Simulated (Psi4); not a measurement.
Interaction energy of H2O ··· CH2O (SMILES O and C=O). Monomers: optimised at B3LYP-D3(BJ) (def2-TZVP), held rigid. Orientation: lowest of the rigid-body minima from ten starts at GFN2-xTB. Only R, the distance of the centres of mass, is varied, so the lowest point isn't the relaxed dimer.

Methods: PBE/def2-TZVP, counterpoise-corrected (Psi4); PBE-D3(BJ)/def2-TZVP, counterpoise-corrected (Psi4); B3LYP/def2-TZVP, counterpoise-corrected (Psi4); wB97X-D/def2-TZVP, counterpoise-corrected (Psi4).

Interaction energies in kJ/mol; the last columns give the difference from wB97X-D:

| R / Å | PBE/def2-TZVP | PBE-D3(BJ)/def2-TZVP | B3LYP/def2-TZVP | wB97X-D/def2-TZVP | PBE/def2-TZVP − wB97X-D/def2-TZVP | PBE-D3(BJ)/def2-TZVP − wB97X-D/def2-TZVP | B3LYP/def2-TZVP − wB97X-D/def2-TZVP |
|---|---|---|---|---|---|---|---|
| 2.54 | 38.99 | 35.79 | 42.75 | 39.76 | -0.77 | -3.97 | 2.99 |
| 2.81 | -6.15 | -9.02 | -4.28 | -6.91 | 0.76 | -2.11 | 2.64 |
| 2.98 | -15.09 | -17.70 | -13.79 | -16.11 | 1.02 | -1.60 | 2.32 |
| 3.17 | -17.79 | -20.11 | -16.81 | -18.72 | 0.94 | -1.38 | 1.92 |
| 3.40 | -16.73 | -18.69 | -15.90 | -17.41 | 0.68 | -1.28 | 1.51 |
| 3.61 | -14.41 | -16.07 | -13.65 | -14.96 | 0.55 | -1.10 | 1.32 |
| 3.86 | -11.52 | -12.84 | -10.85 | -12.09 | 0.57 | -0.74 | 1.24 |
| 4.15 | -8.70 | -9.68 | -8.18 | -9.33 | 0.63 | -0.35 | 1.15 |
| 4.70 | -5.16 | -5.69 | -4.97 | -5.78 | 0.62 | 0.09 | 0.80 |
| 5.40 | -2.87 | -3.11 | -2.97 | -3.34 | 0.46 | 0.23 | 0.37 |
| 6.34 | -1.56 | -1.65 | -1.70 | -1.84 | 0.28 | 0.20 | 0.14 |
| 7.63 | -0.83 | -0.86 | -0.92 | -0.98 | 0.14 | 0.12 | 0.06 |

PBE/def2-TZVP is furthest from wB97X-D/def2-TZVP at 2.98 (1.02 kJ/mol, above); its mean absolute difference over the points is 0.62 kJ/mol.

PBE-D3(BJ)/def2-TZVP is furthest from wB97X-D/def2-TZVP at 2.54 (-3.97 kJ/mol, below); its mean absolute difference over the points is 1.10 kJ/mol.

B3LYP/def2-TZVP is furthest from wB97X-D/def2-TZVP at 2.54 (2.99 kJ/mol, above); its mean absolute difference over the points is 1.37 kJ/mol.
